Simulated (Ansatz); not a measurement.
A made-up structure of BSiH3ClO (charge -1), singlet:

O1  (-0.387, -1.682, 1.242)
B2  (-0.433, -0.903, 0.241)
Si3  (0.370, 0.544, 0.063)
Cl4  (-1.382, -0.906, -1.557)
H5  (-0.649, 1.738, -0.146)
H6  (1.146, 0.701, 1.349)
H7  (1.335, 0.508, -1.192)
(Å)

It is relaxed with PBE-D4/def2-SVPD and then PBE0-D4/def2-TZVPD (Ansatz 0.2.0). Atoms count as bonded within 1.22 times the sum of their covalent radii (H–H: 0.88 Å). The end point is not checked to be a true minimum.

**Question.** Does its bonding change? (A judgement: the text doesn't fix the answer.)

**Answer.** The calculation gives: No: no bond forms or breaks.

Where it ends: The first stage lowers the energy by 1.87 eV in 8 steps. It ends as BSiH₃ClO ([O][B]([SiH3])[Cl]), total charge -1:
```json
{"atom": "O1", "x (Å)": "-0.6185", "y (Å)": "-1.9396", "z (Å)": "1.1051"}
{"atom": "B2", "x (Å)": "-0.5684", "y (Å)": "-1.0824", "z (Å)": "0.1937"}
{"atom": "Si3", "x (Å)": "0.4572", "y (Å)": "0.6718", "z (Å)": "0.0779"}
{"atom": "Cl4", "x (Å)": "-1.5652", "y (Å)": "-1.2570", "z (Å)": "-1.4912"}
{"atom": "H5", "x (Å)": "-0.4163", "y (Å)": "1.8797", "z (Å)": "-0.1026"}
{"atom": "H6", "x (Å)": "1.2902", "y (Å)": "0.9857", "z (Å)": "1.2887"}
{"atom": "H7", "x (Å)": "1.4209", "y (Å)": "0.7418", "z (Å)": "-1.0715"}
```

Labels in which every atom is bracketed show which atoms are joined, not bond orders.

For scale, one of the runs: PBE0-D4/def2-TZVPD relaxation, 193 basis functions, launched by `ansatz run in.yaml --threads 2 --pin off --events-out ev --progress --plain --max-ram 4352MiB`. Hardware: 2 CPU threads of an Intel Xeon Platinum 8259CL, shared host. Wall time about 38 s.
